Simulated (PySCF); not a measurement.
# Computed data sheet: `FC(F)C1=CC[Si@H](F)C1`

C5H7F3Si.
Z-matrix (Å and degrees, PBE0-D3(BJ)/def2-SVP geometry), rows numbered from 1:
```
F 
C   1  1.3575
F   2  1.3494  1  107.82
C   2  1.4967  1  109.81  3   122.02
C   4  1.3429  2  122.60  1  -126.46
C   5  1.5039  4  119.03  2  -179.75
Si  6  1.8846  5  102.47  4     3.18
F   7  1.6315  6  110.84  5   110.69
C   4  1.5079  2  117.93  1    53.59
H   2  1.1068  1  107.22  3  -116.08
H   5  1.0941  4  120.29  2     0.37
H   6  1.1040  5  111.45  4  -118.24
H   6  1.1041  5  111.80  4   123.46
H   7  1.4878  6  116.37  5  -127.77
H   9  1.1030  4  110.90  2   -62.10
H   9  1.1046  4  112.04  2    56.55
```

Structural features include: C=C double bond, C–F bond, Si–H bond and C–Si bond.

PBE0-D3(BJ)/def2-SVP geometry optimisation, gas phase (PySCF):

```
Point group                  : C1
Rotational constants A, B, C : 3.029, 0.738, 0.653 GHz
```

CAM-B3LYP/def2-SVPD ground state and vertical TDDFT (core frozen in the response) (PySCF):

```
Dipole moment                                                     : 1.00 D
HOMO energy                                                       : -9.06 eV
LUMO energy                                                       : 0.69 eV
HOMO–LUMO gap                                                     : 9.75 eV
Lowest singlet excitation                                         : 6.94 eV (179 nm, f = 0.269)
Strongest line among the 6 lowest singlet transitions             : S1 at 6.94 eV (179 nm, f = 0.269)
Static isotropic polarisability                                   : 81.2 au
Electronic spatial extent ⟨r²⟩ about the centre of nuclear charge : 1625 bohr²
```

Monoisotopic mass from the formula: 152.0269 u.

S1 lies 2.81 eV below the HOMO–LUMO gap; its leading configuration is HOMO→LUMO, weight 0.94. The rotational constants make it an asymmetric top with κ = (2B − A − C)/(A − C) = -0.93, nearer the prolate limit (−1). No computed singlet falls in the visible range (750 to 380 nm, 1.65 to 3.26 eV); S1 lies 3.68 eV above its blue end. The 6 singlets span 6.94 to 7.90 eV, and their oscillator strengths add up to 0.31. The principal polarisabilities are 64.8, 84.6 and 94.2 au; their mean is the isotropic value.

One conformer stands for the species.
